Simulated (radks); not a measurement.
Values are calculated unless marked as measured or tabulated.
Sr I, 38 electrons, occupied as [Kr] 5s2.

Code: a radial shooting solver on a logarithmic mesh with Libxc functionals. Model: scalar-relativistic Kohn-Sham, r2SCAN, spin-polarised, spherical densities, finite nucleus; meta-GGA in the generalised Kohn-Sham scheme; Fermi nuclear charge, rms radius 4.224 fm.

Energy parts (hartree):
total: -3179.98270
kinetic: 3261.09006
electron-nucleus: -7657.67131
Hartree: 1321.94426
exchange-correlation: -105.34572

Orbitals (lengths in bohr, moments of r in powers of bohr; <r^-3> diverges for s and p1/2):
| orbital | occ. | eigenvalue (hartree) | <r^-3> | <1/r> | <r^4> | <r> |
|---|---|---|---|---|---|---|
| 1s | 2 | -587.1075 | - | 38.99 | 0.00001105 | 0.03917 |
| 2s | 2 | -79.89749 | - | 8.719 | 0.002120 | 0.1723 |
| 2p | 6 | -70.90902 | 1803 | 8.497 | 0.001531 | 0.1504 |
| 3s | 2 | -12.54235 | - | 2.925 | 0.1200 | 0.4909 |
| 3p | 6 | -9.60889 | 279.4 | 2.765 | 0.1391 | 0.4978 |
| 3d | 10 | -4.78417 | 35.15 | 2.506 | 0.1876 | 0.4983 |
| 4s | 2 | -1.55741 | - | 0.9845 | 6.846 | 1.360 |
| 4p | 6 | -0.86979 | 30.72 | 0.8471 | 13.21 | 1.565 |
| 5s | 2 | -0.13157 | - | 0.2852 | 760.2 | 4.405 |

The highest occupied level is 5s at -3.580 eV. Summed over all electrons, <r^2> = 70.75 bohr^2, which gives a Langevin (diamagnetic) susceptibility term of -56 x 10^-6 cm^3/mol. The electron density at the nucleus is 6.194e+04 e/bohr^3 (large components only).
